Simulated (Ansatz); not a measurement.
Tetraphenylsilane (C24H20Si). The state is a singlet with charge 0. Geometry PBE-D4/def2-SVP, basis def2-TZVP, Ansatz.

```json
{"run": "A", "HOMO (eV)": "-6.29", "LUMO (eV)": "-1.60"}
{"run": "B", "HOMO (eV)": "-6.85", "LUMO (eV)": "-1.06"}
{"run": "C", "HOMO (eV)": "-7.08", "LUMO (eV)": "-0.91"}
{"run": "D", "HOMO (eV)": "-6.32", "LUMO (eV)": "-2.00"}
{"run": "E", "HOMO (eV)": "-6.65", "LUMO (eV)": "-1.30"}
{"run": "F", "HOMO (eV)": "-6.11", "LUMO (eV)": "-1.74"}
```

B3LYP takes the VWN-RPA correlation. Single mean-field runs in def2-TZVP are fitted with def2-universal-jkfit.

**Question.** The runs used B3LYP, LDA (SPW92), PBE, PBE0, r2SCAN, r2SCANh. Estimate which is which.

**Answer.** A r2SCAN (0 % exact exchange); B B3LYP (20 % exact exchange); C PBE0 (25 % exact exchange); D LDA (SPW92) (0 % exact exchange); E r2SCANh (10 % exact exchange); F PBE (0 % exact exchange). Exact exchange lowers occupied and raises empty levels; among semilocal functionals meta-GGAs tend to open the gap a little, and such runs are hard to tell apart. The gap grows from 4.32 eV (LDA (SPW92)) to 6.17 eV (PBE0).
